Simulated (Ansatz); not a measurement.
Mulliken charges of `[C]#[C][GeH3]` radical from PBE/def2-TZVPP in Ansatz (PBE0-D4/def2-TZVP geometry).

```json
{"atom": "C1", "x (Å)": "1.063", "y (Å)": "-1.994", "z (Å)": "1.127", "charge (e)": "-0.112"}
{"atom": "C2", "x (Å)": "0.555", "y (Å)": "-1.039", "z (Å)": "0.582", "charge (e)": "-0.072"}
{"atom": "Ge3", "x (Å)": "-0.244", "y (Å)": "0.461", "z (Å)": "-0.278", "charge (e)": "0.142"}
{"atom": "H4", "x (Å)": "-1.482", "y (Å)": "-0.028", "z (Å)": "-1.036", "charge (e)": "0.014"}
{"atom": "H5", "x (Å)": "0.784", "y (Å)": "1.060", "z (Å)": "-1.243", "charge (e)": "0.014"}
{"atom": "H6", "x (Å)": "-0.633", "y (Å)": "1.476", "z (Å)": "0.801", "charge (e)": "0.014"}
```

Question: By hand: the dipole of these point charges (1 e Å = 4.8032 D).

Answer: Σ q r = (-0.212, 0.399, -0.228) e Å, of length 0.506 e Å = 2.43 D.

Question: How does the dipole of the full density compare? (An estimate is asked.)

Answer: Ansatz gave: (-0.113, 0.211, -0.121) e Å, 1.29 D; the point charges give 1.88 times that, at 0° from its direction.

Point charges leave out the atoms' own dipoles, such as those of lone pairs, and Mulliken's split depends on the basis, so the two needn't agree.
